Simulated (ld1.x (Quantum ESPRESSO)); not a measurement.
## Transferability test, TM potential for Fe

```
Element                 : Fe (Z = 26)
Generator               : ld1.x (Quantum ESPRESSO) 7.5
Type                    : norm-conserving Troullier–Martins (Kleinman–Bylander form)
Functional              : LDA (PZ)
Relativity              : scalar-relativistic
Frozen core             : [Ne]
Valence charge          : 16
Reference configuration : 3s2 3p6 3d6 4s1.5 4p0.5
Partial waves           : 3s (bound): rc 0.75 bohr; 3p (bound): rc 1.40 bohr; 3d (bound): rc 0.90 bohr
Local potential         : all-electron potential smoothed inside 1.10 bohr (lloc = -1)
Core correction         : none
```

Occupied shells without a wave of their own: 4p, 4s. They enter only through the test configuration that unscreens the potential.

Energies are relative to the spin-unpolarised reference configuration 3s2 3p6 3d6 4s1.5 4p0.5; without spin polarisation the order of configurations can differ from experiment. Spin-polarised rows fill each open shell by Hund’s rule, majority spin first.

```csv
valence configuration,charge,ΔE all-electron (eV),error AE − PS (meV)
3s2 3p6 3d6 4s2 4p0,0,-2.056,-52
3s2 3p6 3d6 4s1 4p0,+1,6.925,-85
3s2 3p6 3d6 4s0 4p0,+2,23.418,-115
3s2 3p6 3d7 4s0 4p0,+1,4.804,-41
3s2 3p6 3d7 4s1 4p0,0,-2.884,-16
3s2 3p6 3d5 4s2 4p0,+1,12.420,-130
3s2 3p6 3d6 4s1.5 4p0.5 (spin-polarised),0,-3.809,+456
3s2 3p6 3d6 4s2 4p0 (spin-polarised),0,-5.444,+384
```

Task: What are ΔE and the potential's error for 3s2 3p6 3d5 4s2 4p1?

Result: ΔE = 6.806 eV all-electron; the error (AE − PS) is +100 meV.

The 4p, 4s levels have no wave, so the channel is fitted at the deeper level alone: the likely source of the large errors.
